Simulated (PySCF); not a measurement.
NMR data simulated for an unnamed compound:

¹H NMR (400 MHz, computed): δ 5.10 (m, 1H), 4.62 (m, 1H), 4.35 (m, 1H), 4.27 (m, 1H), 4.23 (m, 1H), 2.35 (m, 1H), 1.71 (d, 1H), 1.08 (m, 1H), 0.60 (m, 1H).

¹³C{¹H} NMR (computed): δ 120.4 (C), 84.4 (C), 80.0 (CH), 70.1 (CH), 65.5 (CH2), 18.7 (CH), 11.0 (CH2).

[PySCF: GFN2-xTB geometry; NMR shieldings at PBE0/pcSseg-1/GIAO; isolated molecule; no relativistic terms; a single conformation]

Chemical shifts δ = σref − σ; ¹H (31.72 ppm) and ¹³C (186.93 ppm) vs TMS, all at this level.

Which of these does the molecule contain: a C≡C triple bond, a tert-butyl group, an amide, a nitrile, a methoxy group, a Si–H bond?

## Answers


- A C≡C triple bond: yes (δC 80.0, 84.4; δH 1.71 (d)).
- A tert-butyl group: no.
- An amide: no.
- A nitrile: yes (δC 120.4).
- A methoxy group: no.
- A Si–H bond: yes (δH 4.62 (m), 4.27 (m)).

The data belong to `C#C[C@@H]1[SiH2]CCO[C@@H]1C#N`, C7H9NOSi; they needn't prove each group on their own.

Carbon signals by region: 1 in the sp2 and nitrile region (100–160 ppm), 4 at 50–100 ppm, 2 below 50 ppm.

Shifts are as computed. Against solution values, carbons near 30 ppm lie about +3 ppm off and those near 130 ppm about +5 ppm. Of 1211 compounds with measured shifts, 218 miss one by over three times the rms of a fit or turn the order of signals round; such compounds aren't used in these exercises. Multiplicities follow the n + 1 count of equivalent neighbours, as no J values were calculated; m marks all less simple cases, F and P coupling included.
